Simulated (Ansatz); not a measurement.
`C=[N][Al]1[O][B]1C` + H₂ → `C[B]1[O][AlH]1` + `C=N`  (hydrogenolysis of the Al–N bond)

Computed with Ansatz on PBE0-D4/def2-TZVP structures; ΔE is electronic, products minus reactants. CBS: MP2 limit from def2 TZ/QZ plus the TZ coupled-cluster correction, frozen cores. This one scheme is used for every species. Functionals use def2-TZVPP. One conformer a species, not always the lowest.

| level | ΔE (kJ/mol) |
| --- | --- |
| revPBE-D4 | 52.7 |
| r2SCAN-D4 | 57.9 |
| BHLYP-D4 | 49.0 |
| r2SCANh | 54.2 |
| BHLYP | 43.2 |
| CCSD/def2-TZVPP | 41.1 |
| MP2/CBS(def2) | 56.7 |
| CCSD/CBS(def2) | 43.1 |

What does CCSD(T)/CBS give? (Estimate.)

Computed: +47.3 kJ/mol. The listed levels differ from it by 5.4, 10.6, 1.7, 6.9, -4.1, -6.2, 9.4, -4.2 kJ/mol.

Largest T1 diagnostic among the species: 0.016.

The D4 term adds +6.4 kJ/mol with B3LYP and +3.7 kJ/mol with PBE0; it sums over pairs of atoms, weighted by their polarisabilities, and B3LYP, whose exchange is more repulsive, gets the larger term. From BLYP to BHLYP (50 % exact exchange), in def2-TZVPP and without D4, ΔE moves by −7.4 kJ/mol.

CCSD(T)/CBS has its own doubt, a few kJ/mol and more with outer-core shells, so smaller differences from it don't rank the levels.

B3LYP here is the variant with VWN-RPA as its local correlation; programs differ in this.
